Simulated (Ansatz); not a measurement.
Wavefunction ladder for C$_{10}$H$_{10}$ClFZr, SMILES `[F][Zr]12345678([Cl])([C@H]9[C@@H]1[C@@H]2[C@@H]3[C@H]94)[C@H]1[C@@H]5[C@@H]6[C@@H]7[C@H]18`

```xyz
23

F    -0.0961    0.0337   -2.4356
Zr    0.0263   -0.4236   -0.5584
Cl    0.2821   -2.8302   -0.6746
C    -2.4064    0.2608   -0.8110
C    -1.8186    1.1124    0.1472
C    -1.5101    0.3316    1.2898
C    -1.8695   -0.9974    1.0158
C    -2.4194   -1.0415   -0.2894
C     1.4115    1.3628    0.5273
C     1.9372    1.2157   -0.7697
C     2.5158   -0.0662   -0.8646
C     2.3705   -0.7038    0.3843
C     1.6783    0.1686    1.2441
H    -2.7114    0.5470   -1.8058
H    -1.6621    2.1758    0.0403
H    -1.0738    0.6959    2.2072
H    -1.7289   -1.8453    1.6691
H    -2.7542   -1.9305   -0.8014
H     0.9085    2.2366    0.9132
H     1.8579    1.9334   -1.5724
H     2.9595   -0.4980   -1.7493
H     2.6892   -1.7062    0.6222
H     1.4137   -0.0319    2.2716
```

Charge 0, multiplicity 1. Correlated methods include outer-core shells of Zr, which these sets cover unevenly. Zr takes the def2 core potential. The geometry is a stationary point of PBE0-D4/def2-TZVP. Frozen core, restricted reference, Ansatz.

| basis | HF (Eh) | MP2 corr. |
| --- | --- | --- |
| def2-SVP | -989.66415 | -1.93983 |
| def2-TZVPP | -990.37868 | -2.44943 |
| def2-QZVPP | -990.41484 | -2.64091 |

Estimate the CCSD correlation energy and the (T) correction in each basis where they were run (hartree).


```
     basis  CCSD corr.       (T)
  def2-SVP    -1.98345  -0.08588
def2-TZVPP    -2.46436  -0.13023
```
